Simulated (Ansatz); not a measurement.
A nudged elastic band was laid between two geometries of CH3ClOSi (7 atoms, charge 0, multiplicity 1).

Theory: UKS PBE0-D4/def2-SVP (Ansatz 0.2.0).

```
movable images  : 7
climbing image  : yes
spring          : 5.0 eV/Å²
optimiser       : quadratic models (default)
start path      : through a guess of the saddle point
force threshold : 0.05 eV/Å
iteration limit : 60
end points      : relaxed
```

Image 0:

```xyz
7
Properties=species:S:1:pos:R:3
C -0.099 0.847 -0.168
Si 0.254 -0.905 0.314
O 1.303 -1.405 1.303
Cl -1.003 -2.168 -0.696
H -0.922 0.920 -0.891
H -0.346 1.423 0.737
H 0.814 1.288 -0.599
```

Image 8:

```xyz
7
Properties=species:S:1:pos:R:3
C -0.259 0.888 -0.817
Si -0.082 -0.527 0.089
O 0.717 -0.759 1.506
Cl -0.865 -2.332 -0.417
H -0.832 0.876 -1.746
H 1.137 0.016 1.895
H 0.184 1.838 -0.509
```

(1) What changes between the two ends?

(2) What energy profile does the band end with?

(3) What is the geometry of the highest image?

## Answers

(1) Bonds broken: C1–H6. Bonds formed: O3–H6.

(2) The forces met the threshold. The highest image is number 4 of 0 to 8, 251.3 kJ/mol above the first end and 181.2 kJ/mol above the last; the last end lies 70.1 kJ/mol above the first. A structure lower than the first end lies on the path between it and the top, so the climb from that side starts below the end, which may itself be a saddle point or a shallow side well. Neighbouring images differ by up to 1.7 eV, so the band resolves the path poorly. A vibrational analysis at the climbing image gives one clearly imaginary mode, 1739i cm⁻¹: a first-order saddle point. The orbitals stay closed-shell, which can raise the energy where a bond breaks towards radicals; this wasn't checked here.

```
image  path coordinate (Å)  energy (kJ/mol)  C1–H6 (Å)  O3–H6 (Å)
    0                 0.00              0.0       1.10       3.32
    1                 0.62             -0.8       1.10       3.25
    2                 1.23             12.6       1.10       2.71
    3                 1.85             86.8       1.15       2.01
    4                 2.46            251.3       1.58       1.27
    5                 3.01            172.0       2.16       1.00
    6                 3.56            110.6       2.61       0.97
    7                 4.11             78.5       2.96       0.97
    8                 4.66             70.1       3.17       0.96
```

(3) 
```xyz
7
Properties=species:S:1:pos:R:3
C -0.106 0.923 -0.359
Si -0.025 -0.803 0.036
O 0.634 -0.672 1.479
Cl -0.671 -2.614 -0.603
H -1.017 1.382 -0.763
H 0.388 0.505 1.086
H 0.798 1.279 -0.877
```

The run took 4 min on 2 threads of Arm Neoverse V1, on a shared host, peak memory 0.24 GiB.
